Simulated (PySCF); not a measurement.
# Electron correlation in B+ (boron, charge +1)

[He] 2s2, closed-shell 1S. Computed with PySCF 2.14 in 6-31G* (3s2p1d, 14 functions), with no relativity, point nucleus. Frozen: 1s2; 2 electrons correlated.

Total MP2 correlation energy: -33.34 mhartree.

Same-spin part 0.00 and opposite-spin part -33.34 mhartree; SCS-MP2 scales them by 1/3 and 6/5 to -40.01 mhartree.

With two correlated electrons CCSD is exact within the correlated space (frozen core and kept virtual orbitals).

```csv
level,correlation energy (mhartree)
CCSD,-58.74
```

Diagnostics: T1 = 0.011, D1 = 0.0153, largest double amplitude 0.158.

A double-excitation amplitude exceeds 0.15, a sign of near-degeneracy.

Cost of the coupled-cluster step: 0.05 s of wall time on 1 thread of Neoverse-V1 (shared host), for 2 correlated electrons.
